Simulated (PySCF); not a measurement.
Species: C₆H₅Cl.
Geometry (GFN2-xTB, Å), atoms numbered from 1 in this order:
```xyz
12
C6H5Cl angstrom
C      3.2858   -0.8957    0.1125
C      2.2564   -0.2741    0.1138
C      1.0570    0.4519    0.1162
C     -0.1602   -0.0966   -0.0553
Cl    -0.2895   -1.8076   -0.2954
C     -1.3822    0.6740   -0.0502
C     -2.6057    0.1811   -0.2138
H      4.1853   -1.4353    0.1112
H      1.1412    1.5203    0.2653
H     -1.2374    1.7353    0.1052
H     -2.7761   -0.8702   -0.3694
H     -3.4735    0.8162   -0.1984
```

The calculation used PySCF 2.14.0, density-fitted response routines, TDDFT CAM-B3LYP/def2-SVPD, vertical, gas phase, core orbitals frozen in the response.

Broadening: Gaussians 0.4 eV wide at half height, area fixed by f = 4.319×10⁻⁹ ∫ε dν̃. The width is an assumption, not a result. The curve ends short of the highest state used, and states not computed would add to its high-energy end.

(λ (nm), ε (L mol⁻¹ cm⁻¹)): (195.8, 7240), (199.3, 5953), (202.7, 3662), (206.2, 1606), (209.7, 522), (213.1, 138), (216.6, 29), (220.0, 6), (223.5, 3), (227.0, 17), (230.4, 99), (233.9, 466), (237.3, 1631), (240.8, 4675), (244.3, 10742), (247.7, 19821), (251.2, 30924), (254.6, 40327), (258.1, 45241), (261.6, 43764), (265.0, 37173), (268.5, 27748), (271.9, 18681), (275.4, 11181), (278.9, 6061), (282.3, 3063), (285.8, 1396), (289.2, 604), (292.7, 238), (296.2, 88)

(1) Where are the band maxima, and which computed states make them?

(2) On this curve, what absorbance would a 10⁻⁵ mol/L sample give at 254 nm over a 1 cm path?

Answers

(1) 259 nm (4.79 eV), ε about 45000, made up of S1 (100%) (ε in L mol⁻¹ cm⁻¹; maxima over ε = 5, shares over 10%). At its high-energy end, 6.33 eV, the curve is still rising (ε about 7200, from S5 and S7). The states used: S1 4.79 eV (f 0.675); S2 5.10 eV (f 0.0000); S3 6.01 eV (f 0.0004); S4 6.22 eV (f 0.0027); S5 6.30 eV (f 0.090); S6 6.31 eV (f 0.0001); S7 6.64 eV (f 0.092); S8 6.93 eV (f 0.014).

(2) 254 nm is 4.881 eV, where ε is about 39000 L mol⁻¹ cm⁻¹, so A = ε c l ≈ 0.39 (Beer–Lambert, with the gas-phase spectrum and the assumed width).

One conformer stands for the species.
